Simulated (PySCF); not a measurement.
C3H6F2O2.
SMILES with atom numbers: `[CH3:1][O:2][CH2:3][O:4][CH:5]([F:6])[F:7]` (hydrogens: H8, H9, H10 on C1; H11, H12 on C3; H13 on C5)

The geometry is computed with GFN2-xTB (gas phase).

(1) What internal coordinates does the optimisation give?

## Answers

(1) 
```
                bond  length (pm)   order
               C1–O2        142.0  single
               O2–C3        137.8  single
               C3–O4        142.4  single
               O4–C5        135.3  single
               C5–F6        133.9  single
               C5–F7        136.0  single
C1–H8, C1–H9, C1–H10        109.2  single
      C3–H11, C3–H12        109.7  single
              C5–H13        110.6  single
```

Bonds in one row agree within 1 pm and their mean is given. Orders are formal, as drawn. A selection of angles:
```
     angle  degrees
  O2–C1–H8    110.4
  O2–C1–H9    111.1
 O2–C1–H10    106.0
  H8–C1–H9    109.3
  C1–O2–C3    114.1
  O2–C3–O4    112.9
 O2–C3–H11    106.8
 O2–C3–H12    112.8
 O4–C3–H11    110.2
 O4–C3–H12    103.8
H11–C3–H12    110.5
  C3–O4–C5    114.3
  O4–C5–F6    108.8
  O4–C5–F7    111.2
 O4–C5–H13    114.1
  F6–C5–F7    106.1
 F6–C5–H13    108.9
 F7–C5–H13    107.3
```

Dihedral angles: C1–O2–C3–O4 -70° (synclinal); O2–C3–O4–C5 -63° (synclinal); C3–O4–C5–F6 159° (antiperiplanar). The mirror-image conformer, all signs reversed, is as good.

The C–F distances run from 1.339 Å (C5–F6, drawn single) to 1.360 Å (C5–F7, drawn single), a spread of 0.021 Å. The 4 C–O bonds span 1.353 Å (O4–C5, drawn single) to 1.424 Å (C3–O4, drawn single), a spread of 0.071 Å. O2 (ether oxygen) is bent (angle 114.1°). Of the pairs four or more bonds apart, O2···H13 is among the closest relative to their van der Waals radii: 2.47 Å, 91 % of the sum of Bondi's values.

Point group: C1 (no symmetry element, even within 0.4 Å). Not checked by GFN2-xTB frequencies. The numbers are those of one conformer.
